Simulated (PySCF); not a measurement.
## Vertical excitation energies

Species: C7H7PSe.
InChI=1S/C7H7PSe/c1-4-7-6(3)8(7,9)5-2/h2,4H,1H2,3H3/t8-/m0/s1

Method used: PySCF 2.14.0, density-fitted response routines, TDDFT PBE0/def2-SVPD, vertical, gas phase, core orbitals frozen in the response. One conformer (not necessarily the lowest) at the PBE0-D3(BJ)/def2-SVP geometry, without solvent, vibrations or thermal averaging. The PBE0/def2-SVPD calculation is non-relativistic and has no spin–orbit coupling, an omission that weighs most on selenium. Torsions of this conformer, `[CH:1]#[C:2][P@:3]1(=[Se:4])[C:5]([CH3:6])=[C:7]1[CH:8]=[CH2:9]`: C5–C7–C8–C9 175°.

**Question.** List the vertical singlet excitations with oscillator strengths and describe the spectrum.

**Answer.** 

| state | E (eV) | E (hartree) | f | \|μ\| (D) | main configurations (H = HOMO, L = LUMO) |
| --- | --- | --- | --- | --- | --- |
| S1 | 3.25 | 0.1193 | 0.0013 | 0.33 | H→L (99%) |
| S2 | 3.47 | 0.1276 | 0.0050 | 0.62 | H-1→L (99%) |
| S3 | 4.13 | 0.1519 | 0.0019 | 0.35 | H-1→L+1 (97%) |
| S4 | 4.29 | 0.1578 | 0.040 | 1.57 | H→L+1 (83%), H→L+2 (11%) |
| S5 | 4.45 | 0.1634 | 0.017 | 1.01 | H→L+2 (80%), H→L+1 (10%) |
| S6 | 4.63 | 0.1701 | 0.032 | 1.35 | H-1→L+2 (87%) |
| S7 | 5.07 | 0.1864 | 0.013 | 0.82 | H→L+4 (44%), H→L+3 (38%), H-2→L (8%) |
| S8 | 5.34 | 0.1963 | 0.209 | 3.21 | H-2→L (47%), H-2→L+1 (16%) |
| S9 | 5.39 | 0.1981 | 0.051 | 1.59 | H-1→L+4 (35%), H-1→L+3 (23%) |
| S10 | 5.46 | 0.2007 | 0.020 | 0.97 | H-3→L (80%) |

Triplets (Tamm–Dancoff): T1 3.07 eV, H→L (67%), H-2→L (18%), H-1→L (12%); T2 3.15 eV, H-1→L (34%), H-2→L (32%), H→L (30%); T3 3.56 eV, H-1→L (51%), H-2→L (41%); T4 3.73 eV, H→L+1 (94%).

The lowest singlet lies at 3.25 eV (382 nm, visible) and is very weak; its leading configuration is HOMO→LUMO (99%). The most intense listed level is S8 at 5.34 eV (232 nm, f = 0.209), 2.09 eV above S1. Löwdin shares by element: HOMO selenium 70%, phosphorus 16%, carbon 9% or more; LUMO carbon 78% or more (atoms not listed hold the other 22%). Orbital energies (eV): HOMO-3 -8.34, HOMO-2 -7.67, HOMO-1 -6.19, HOMO -6.08, LUMO -1.79, LUMO+1 -0.84, LUMO+2 -0.35. The listed states span 2.21 eV, and the widest gap between neighbours is 0.66 eV (S2 to S3). Weighted by f, the mean energy of these states is 5.10 eV. S1 lies in the visible range (380 to 750 nm), at 382 nm, f = 0.0013; light of that wavelength is violet, and its complementary colour is yellow-green; a Tamm–Dancoff triplet lies at 403 nm, without intensity as long as spin–orbit coupling is left out. The vertical ionisation energy (ΔSCF) is 7.84 eV, 2.38 eV above S10. Singlets were solved by full linear response, triplets in the Tamm–Dancoff approximation.

Hardware: one thread, Arm Neoverse V2 (aarch64), no GPU, shared host. Cost: 5.8 min wall, 1.1 GiB resident at most.
